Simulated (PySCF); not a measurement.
**Cr⁺ (chromium, charge +1) across methods**

[Ar] 3d4 4s1, high-spin 6D determinant (an excited configuration). Computed with PySCF 2.14 in aug-cc-pwCVTZ-DK with one added diffuse shell each of s, p, d, f, g type (11s10p8d5f4g, 152 functions), with the spin-free X2C one-electron Hamiltonian (Gaussian nucleus).

```tsv
method	E (hartree)	mean ε 3p β (eV)	mean ε 3d α (eV)	mean ε 4s α (eV)	Σ⟨r²⟩ (bohr²)	⟨S²⟩
PBE0	-1050.264	-57.211	-17.250	-12.738	26.79	8.750
PBE	-1050.236	-54.477	-15.129	-12.083	26.92	8.750
r2SCAN	-1050.439	-55.239	-15.552	-12.338	26.72	8.751
UHF	-1049.40674	-64.049	-23.135	-14.354	26.95	8.751
```

Q: Estimate the same row for LDA.

A: E (hartree) = -1048.145; mean ε 3p β (eV) = -54.611; mean ε 3d α (eV) = -15.288; mean ε 4s α (eV) = -12.328; Σ⟨r²⟩ (bohr²) = 26.83; ⟨S²⟩ = 8.750.
